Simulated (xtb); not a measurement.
Al(H)(Me)(SiH3) (CH₇AlSi), SMILES [CH3][AlH][SiH3]. All values are semi-empirical tight-binding results from xtb (GFN2-xTB unless named), good for trends rather than for accurate numbers. Geometry: GFN2-xTB.

For metal compounds this method's bond lengths and energies can be far off.

```yaml
orbital_gap: 3.60 eV
zero_point_energy: 38.6 kcal/mol
G − E(el) at 298.15 K (modified RRHO): 18.7 kcal/mol
```
